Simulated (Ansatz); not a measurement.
```yaml
crystal:
  periodic: [false, false, false]
  atoms:
    - {symbol: C, position_ang: [-0.245964, -0.226848, -0.888553]}
    - {symbol: Nb, position_ang: [0.360074, 0.180544, 0.349658]}
    - {symbol: O, position_ang: [0.962634, -0.692478, 0.652809]}
    - {symbol: O, position_ang: [-0.496245, 0.343213, 1.280074]}
    - {symbol: F, position_ang: [0.967602, 1.274941, 0.055522]}
    - {symbol: H, position_ang: [-0.666511, -0.915297, -0.751680]}
    - {symbol: H, position_ang: [0.225670, -0.345276, -1.441227]}
    - {symbol: H, position_ang: [-0.671041, 0.265121, -1.134887]}
    - {symbol: H, position_ang: [-0.516928, 0.078686, 1.599697]}
basis:
  gaussian: {orbitals: x2c-TZVPPall}
hamiltonian: {xc: {name: SVWN5}}
scf: {lower_state_search: light}
```

```sh
$ ansatz run in.yaml --threads 4 --pin off --events-out ev --progress --plain --max-ram 10444MiB
```

It prints (some lines left out):

```
Functional definition: SVWN5
1406 factors; their error is unknown
mean field evaluation 1: about -111499.1271 eV, gradient 1.9e2 eV
mean field evaluation 2: about -111156.9963 eV, gradient 4.0e2 eV
mean field evaluation 4: about -111550.8878 eV, gradient 4.0e1 eV
mean field evaluation 8: about -111553.2199 eV, gradient 7.6e-1 eV
mean field evaluation 16: about -111553.2097 eV, gradient 9.2e-4 eV
mean field -111553.20970882 eV, -4099.5048433180 hartree, gradient 3.7e-5 eV, S^2 0.000000; 1 other end points of the search recorded, 0 dependent functions left out
reference -111553.20975778 eV, -4099.5048451171 hartree; 38, 38 occupied and 221, 221 virtual orbitals, 1406 factors
Total energy: -111553.20975778 eV, -4099.5048451171 hartree
Relativity: scalar
```

In this input the geometry is squeezed to about two thirds of its size. The run converged. The result belongs to that input, not to the molecule as meant.
